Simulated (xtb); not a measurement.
MoO2F2, SMILES [O]=[Mo](=[O])([F])[F], multiplicity 1. All values are semi-empirical tight-binding results from xtb (GFN2-xTB unless named), good for trends rather than for accurate numbers. Geometry: GFN2-xTB. The spin state was assumed, not searched.

Optimised geometry:

Bonds (Å): Mo1–O2 1.633, Mo1–O3 1.633, Mo1–F4 1.758, Mo1–F5 1.758. Bond angles (°): O2–Mo1–O3 111.6, O2–Mo1–F4 108.7, O2–Mo1–F5 108.7, O3–Mo1–F4 108.7, O3–Mo1–F5 108.7, F4–Mo1–F5 110.4.
Charge 0, spin multiplicity 1.

For metal compounds this method's bond lengths and energies can be far off.

- point group as xtb finds it: C2v
- orbital gap: 3.87 eV
- zero-point energy: 5.9 kcal/mol
- G − E(el) at 298.15 K (modified RRHO): -12.7 kcal/mol

**Question.** Give the atomic charges and the Wiberg bond orders between heavy atoms. (The exact figures need the calculation; the answer reports its results.)

**Answer.** charges (e) Mo1 1.29, O2 -0.41, O3 -0.41, F4 -0.23, F5 -0.23. Bond orders Mo1–O2 2.20, Mo1–O3 2.20, Mo1–F4 1.17, Mo1–F5 1.17.
